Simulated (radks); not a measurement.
The numbers below are computed, except where a source is named.
Question: Ionisation of Ag, [Kr] 4d10 5s1, to Ag+, [Kr] 4d10, under several functionals. Dirac Kohn-Sham, spin-unpolarised, spherical densities, finite nucleus; a radial shooting solver on a logarithmic mesh with Libxc functionals. The NIST Atomic Spectra Database gives 7.576 eV (measured). Rank these functionals by the error of their Delta-SCF ionisation energy: OLYP; BP86; AM05; exchange-only PBE; BLYP; LDA (Slater exchange, VWN5 correlation); RPBE; PBE; Wu-Cohen GGA.

Answer: From best to worst: RPBE 7.633 eV (+0.056); AM05 7.706 eV (+0.130); OLYP 7.436 eV (-0.141); Wu-Cohen GGA 7.733 eV (+0.157); PBE 7.759 eV (+0.183); BLYP 7.873 eV (+0.296); exchange-only PBE 7.250 eV (-0.326); BP86 7.904 eV (+0.327); LDA (Slater exchange, VWN5 correlation) 8.096 eV (+0.520). Spin polarisation and multiplet splitting are left out, so open shells lie too high by an amount that depends on their filling.

Beside tabulated values, note that spin-unpolarised runs miss the spin-polarisation part of the exchange energy of open shells.
